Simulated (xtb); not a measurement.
C3H12FGeNSi, SMILES F[SiH2][NH][Ge]([CH3])([CH3])[CH3]. All values are semi-empirical tight-binding results from xtb (GFN2-xTB unless named), good for trends rather than for accurate numbers. The structure is a stationary point at GFN2-xTB. The structure was generated by enumeration, and PubChem lists no compound with its InChIKey, so it may never have been made. One conformer was computed; it need not be the lowest.

Optimised geometry:

Bonded distances (Å): Si1–F2 1.612, Si1–N3 1.711, Si1–H8 1.461, Si1–H9 1.457, N3–Ge4 1.844, N3–H10 1.008, Ge4–C5 1.986, Ge4–C6 1.980, Ge4–C7 1.991, C5–H11 1.086, C5–H12 1.087, C5–H13 1.086, C6–H14 1.086, C6–H15 1.086, C6–H16 1.086, C7–H17 1.086, C7–H18 1.086, C7–H19 1.086. Bond angles (°): F2–Si1–N3 104.5, F2–Si1–H8 104.8, F2–Si1–H9 106.1, N3–Si1–H8 115.0, N3–Si1–H9 111.6, H8–Si1–H9 113.8, Si1–N3–Ge4 128.2, Si1–N3–H10 114.8, Ge4–N3–H10 115.3, N3–Ge4–C5 106.2, N3–Ge4–C6 105.9, N3–Ge4–C7 108.8, C5–Ge4–C6 112.9, C5–Ge4–C7 111.5, C6–Ge4–C7 111.0, Ge4–C5–H11 110.5, Ge4–C5–H12 111.0, Ge4–C5–H13 110.5, H11–C5–H12 108.3, H11–C5–H13 108.3, H12–C5–H13 108.1, Ge4–C6–H14 110.8, Ge4–C6–H15 110.5, Ge4–C6–H16 110.6, H14–C6–H15 108.3, H14–C6–H16 108.3, H15–C6–H16 108.2, Ge4–C7–H17 110.9, Ge4–C7–H18 110.5, Ge4–C7–H19 110.5, H17–C7–H18 108.3, H17–C7–H19 108.3, H18–C7–H19 108.4.
Charge 0, spin multiplicity 1.

For metal compounds this method's bond lengths and energies can be far off.

**Question.** Estimate the properties. (An estimate is asked for; the answer gives what the named calculation found.)

**Answer.** 
| Property | Result |
|---|---|
| orbital gap | 5.55 eV |
| zero-point energy | 88.7 kcal/mol |
| G − E(el) at 298.15 K (modified RRHO) | 63.4 kcal/mol |

Computed atomic charges and the Wiberg bond orders between heavy atoms:
charges (e) Si1 0.56, F2 -0.30, N3 -0.41, Ge4 0.20, C5 -0.16, C6 -0.16, C7 -0.16, H8 -0.08, H9 -0.08, H10 0.16, H11 0.05, H12 0.05, H13 0.04, H14 0.05, H15 0.04, H16 0.05, H17 0.05, H18 0.05, H19 0.04. Bond orders Si1–F2 1.05, Si1–N3 1.13, N3–Ge4 0.96, Ge4–C5 0.87, Ge4–C6 0.88, Ge4–C7 0.86.
